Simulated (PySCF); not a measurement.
Si(CF3)(Cl)2(H) (CHCl2F3Si), SMILES FC(F)(F)[SiH](Cl)Cl. Atoms are numbered in the order given.

```xyz
8

Si     0.5166     0.5805     0.0000
Cl     1.4085    -0.1601     1.6772
Cl     1.4085    -0.1601    -1.6772
C     -1.3065    -0.0300     0.0000
F     -1.4028    -1.3664     0.0000
F     -1.9555     0.4300    -1.0855
F     -1.9555     0.4300     1.0855
H      0.5427     2.0550     0.0000
```

Coordinates come from a ωB97X-D3(BJ)/def2-SVP optimisation.

Two levels are set side by side: PBE/pcSseg-1 (PySCF) and PBE0/pcSseg-1 (PySCF). GIAO shifts against CFCl3 (¹⁹F), HCl (³⁵Cl), TMS (²⁹Si), TMS (¹H), TMS (¹³C) at the same level; non-relativistic, no solvent, atoms listed together averaged. Without spin–orbit terms, shifts of atoms bonded to Cl or Br come out too high at both levels. Differences are taken from unrounded values.

```
quantity                     PBE
-------------------------  -----
δ(²⁹Si) of Si1 (ppm)         1.2
δ(³⁵Cl) of Cl2, Cl3 (ppm)   66.0
δ(¹³C) of C4 (ppm)         139.1
δ(¹H) of H8 (ppm)           5.90
```

**Question.** These are the PBE values. What does PBE0 give? (The exact figures need the calculation; the answer reports its results.)

**Answer.** 
| quantity | PBE0 | PBE minus PBE0 |
|---|---|---|
| δ(²⁹Si) of Si1 (ppm) | 2.4 | -1.2 |
| δ(³⁵Cl) of Cl2, Cl3 (ppm) | 46.4 | 19.6 |
| δ(¹³C) of C4 (ppm) | 133.6 | 5.5 |
| δ(¹H) of H8 (ppm) | 5.74 | 0.16 |

Rough cost on one machine, each run with all the roots and properties that it gave: PBE0 against PBE about 2 times.
